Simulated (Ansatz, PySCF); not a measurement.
H₄Si₂ (SMILES [SiH][SiH3]), singlet, at the geometry of the source list. Base run: MP2/6-31G* (PySCF).

Here is a job for PySCF.
```python
from pyscf import gto, scf, mp

mol = gto.M(
    atom='''
Si   -0.554000   -0.010100   -0.006400
Si    1.558900    0.868100   -0.099500
H    -0.939700   -0.994000   -1.032000
H    -1.486100    1.113200   -0.207300
H    -0.989500   -0.627000    1.257500
H     2.410400   -0.350100    0.087700
''',
    basis='6-31g*',
    charge=0,
    spin=0,
    verbose=3,
)

mf = scf.RHF(mol)
mf.kernel()

pt = mp.MP2(mf)
pt.kernel()
print('E(MP2) = %.10f' % pt.e_tot)
```

The same geometry, method and basis name were run in Ansatz (a first-principles code) and PySCF, at each program's defaults and at the settings that a row names. The base is PySCF at its defaults. Differences at the defaults can come from grids, fitting, cores and function types together.

```csv
code and settings,ΔE vs base (mEh),basis functions,E (Eh),SCF cycles,SCF-reference dipole (D)
"PySCF, defaults (exact integrals, spherical functions, all electrons correlated)",0.000,44,-580.22967,8,0.87
"Ansatz, defaults (factorised integrals, Cartesian functions, frozen core)",10.175,46,-580.21950,-,-
"PySCF, frozen core",[?],44,[?],8,0.87
"Ansatz, high accuracy, frozen core, Cartesian functions as the basis file defines them",10.171,46,-580.21950,-,-
```

Problem. Complete the blanks.

Solution. 
- PySCF, frozen core, ΔE vs base (mEh): 13.209
- PySCF, frozen core, E (Eh): -580.21646
